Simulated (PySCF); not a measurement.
**Ga²⁺ (gallium, charge +2) across methods**

[Ar] 3d10 4s1, 2S determinant. Computed with PySCF 2.14 in aug-cc-pVQZ-PP with ECP10MDF (7s6p5d3f2g, 89 functions), with scalar relativity through the core potential.

```json
{"method": "r2SCAN", "E (hartree)": "-258.3670", "mean ε 3d α (eV)": "-40.106", "mean ε 3d β (eV)": "-39.855", "mean ε 4s α (eV)": "-27.022", "Σ⟨r²⟩ (bohr²)": "17.16", "⟨S²⟩": "0.751"}
{"method": "UHF", "E (hartree)": "-257.41094", "mean ε 3d α (eV)": "-51.902", "mean ε 3d β (eV)": "-51.775", "mean ε 4s α (eV)": "-29.741", "Σ⟨r²⟩ (bohr²)": "17.25", "⟨S²⟩": "0.750"}
{"method": "LDA", "E (hartree)": "-258.0357", "mean ε 3d α (eV)": "-40.094", "mean ε 3d β (eV)": "-39.857", "mean ε 4s α (eV)": "-26.958", "Σ⟨r²⟩ (bohr²)": "17.22", "⟨S²⟩": "0.750"}
{"method": "PBE0", "E (hartree)": "-258.4475", "mean ε 3d α (eV)": "-43.140", "mean ε 3d β (eV)": "-42.924", "mean ε 4s α (eV)": "-27.505", "Σ⟨r²⟩ (bohr²)": "17.18", "⟨S²⟩": "0.750"}
{"method": "LC-wPBE", "E (hartree)": "-258.5221", "mean ε 3d α (eV)": "-45.388", "mean ε 3d β (eV)": "-45.169", "mean ε 4s α (eV)": "-30.362", "Σ⟨r²⟩ (bohr²)": "17.20", "⟨S²⟩": "0.750"}
{"method": "B97-3", "E (hartree)": "-258.5112", "mean ε 3d α (eV)": "-43.385", "mean ε 3d β (eV)": "-43.197", "mean ε 4s α (eV)": "-27.342", "Σ⟨r²⟩ (bohr²)": "17.16", "⟨S²⟩": "0.750"}
{"method": "BLYP", "E (hartree)": "-258.4555", "mean ε 3d α (eV)": "-39.793", "mean ε 3d β (eV)": "-39.582", "mean ε 4s α (eV)": "-26.651", "Σ⟨r²⟩ (bohr²)": "17.23", "⟨S²⟩": "0.750"}
{"method": "PBE", "E (hartree)": "-258.4817", "mean ε 3d α (eV)": "-39.865", "mean ε 3d β (eV)": "-39.616", "mean ε 4s α (eV)": "-26.563", "Σ⟨r²⟩ (bohr²)": "17.23", "⟨S²⟩": "0.750"}
{"method": "CAM-B3LYP", "E (hartree)": "-258.4440", "mean ε 3d α (eV)": "-44.614", "mean ε 3d β (eV)": "-44.423", "mean ε 4s α (eV)": "-29.138", "Σ⟨r²⟩ (bohr²)": "17.21", "⟨S²⟩": "0.750"}
```

Energies and moments cover only the electrons outside the core potential.
